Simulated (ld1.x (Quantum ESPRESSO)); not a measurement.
**selenium (Se): excitation energies, all-electron against ultrasoft**

```
Element                 : selenium (Se)
Generator               : ld1.x (Quantum ESPRESSO) 7.5
Type                    : ultrasoft
Functional              : PBE
Relativity              : scalar-relativistic
Frozen core             : [Ar]
Valence charge          : 16
Reference configuration : 3d10 4s2 4p4
Partial waves           : 4s (bound): rcut 1.10, rcutus 1.55 bohr; 4s channel at -0.35 Ry: rcut 1.10, rcutus 1.55 bohr; 4p (bound): rcut 1.45, rcutus 1.80 bohr; 4p channel at 0.1 Ry: rcut 1.45, rcutus 1.80 bohr; 3d (bound): rcut 0.55, rcutus 0.65 bohr; 3d channel at -2.3 Ry: rcut 0.55, rcutus 0.65 bohr
Local potential         : all-electron potential smoothed inside 1.75 bohr (lloc = -2)
Core correction         : a·sin(br)/r model core, default radius (core density twice the valence density)
Augmentation charge     : built from norm-conserving waves at rcut, not smoothed further
```

Energies are relative to the spin-unpolarised reference configuration 3d10 4s2 4p4; without spin polarisation the order of configurations can differ from experiment.

| valence configuration | charge | ΔE all-electron (eV) | error AE − PS (meV) |
| --- | --- | --- | --- |
| 3d10 4s2 4p3 | +1 | 10.845 | -1.8 |
| 3d10 4s2 4p1 | +3 | 62.061 | -12 |
| 3d10 4s2 4p3.5 | +0.5 | 4.310 | -0.7 |
| 3d9 4s2 4p5 | 0 | 51.673 | -889 |
| 3d10 4s1 4p5 | 0 | 10.881 | -4.3 |

(1) What are ΔE and the potential's error for 3d10 4s2 4p4.3?

(2) What are ΔE and the potential's error for 3d10 4s2 4p2?

Levels in the configuration 3d10 4s2 4p4.3:

```tsv
level	all-electron (eV)	pseudo (eV)
3d	-50.394	-50.406
4s	-14.726	-14.726
4p	-4.136	-4.136
```

Results:

(1) ΔE = -1.593 eV all-electron; the error (AE − PS) is +0.3 meV.

(2) ΔE = 31.193 eV all-electron; the error (AE − PS) is -5.7 meV.
